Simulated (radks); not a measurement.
The nuclear charge of the caesium ion Cs2+ is varied continuously with 53 electrons held in [Kr] 4d10 5s2 5p5. All-electron calculation, Dirac Kohn-Sham, PBEsol, spin-unpolarised, spherical densities, finite nucleus; open shells are shared between the two j in proportion to 2j + 1; Fermi nuclear charge, rms radius 4.8041 fm. Program: a radial shooting solver on a logarithmic mesh with Libxc functionals. By the Hellmann-Feynman theorem dE/dZ = E(electron-nucleus)/Z, the electronic potential at the nucleus (averaged over a nucleus of fixed radius).

| Z | E (hartree) | E(electron-nucleus)/Z (hartree) | HOMO | e(HOMO) (eV) | <r> HOMO (bohr) |
|---|---|---|---|---|---|
| 54 | -7446.49249 | -335.009 | 5p3/2 | -16.593 | 2.215 |
| 54.1 | -7480.0368 | -335.876 | 5p3/2 | -17.679 | 2.192 |
| 54.2 | -7513.6677 | -336.743 | 5p3/2 | -18.783 | 2.169 |
| 54.3 | -7547.3854 | -337.610 | 5p3/2 | -19.904 | 2.147 |
| 54.4 | -7581.1898 | -338.478 | 5p3/2 | -21.043 | 2.125 |
| 54.5 | -7615.0810 | -339.346 | 5p3/2 | -22.198 | 2.105 |
| 54.6 | -7649.0590 | -340.214 | 5p3/2 | -23.370 | 2.084 |
| 54.7 | -7683.1239 | -341.083 | 5p3/2 | -24.559 | 2.065 |
| 54.8 | -7717.2756 | -341.952 | 5p3/2 | -25.765 | 2.046 |
| 54.9 | -7751.5143 | -342.821 | 5p3/2 | -26.986 | 2.027 |
| 55 | -7785.8398 | -343.691 | 5p3/2 | -28.224 | 2.009 |
| 55.1 | -7820.2524 | -344.561 | 5p3/2 | -29.477 | 1.992 |
| 55.2 | -7854.7520 | -345.431 | 5p3/2 | -30.747 | 1.975 |
| 55.3 | -7889.3386 | -346.302 | 5p3/2 | -32.032 | 1.958 |
| 55.4 | -7924.0123 | -347.173 | 5p3/2 | -33.332 | 1.942 |
| 55.5 | -7958.7732 | -348.044 | 5p3/2 | -34.648 | 1.926 |
| 55.6 | -7993.6212 | -348.916 | 5p3/2 | -35.979 | 1.911 |
| 55.7 | -8028.5564 | -349.788 | 5p3/2 | -37.325 | 1.895 |
| 55.8 | -8063.5789 | -350.661 | 5p3/2 | -38.686 | 1.881 |
| 55.9 | -8098.6887 | -351.534 | 5p3/2 | -40.063 | 1.866 |
| 56 | -8133.8858 | -352.408 | 5p3/2 | -41.453 | 1.852 |

The central difference of E at Z = 55 is -343.691 hartree, to compare with the third column; the second derivative is -8.7 hartree.
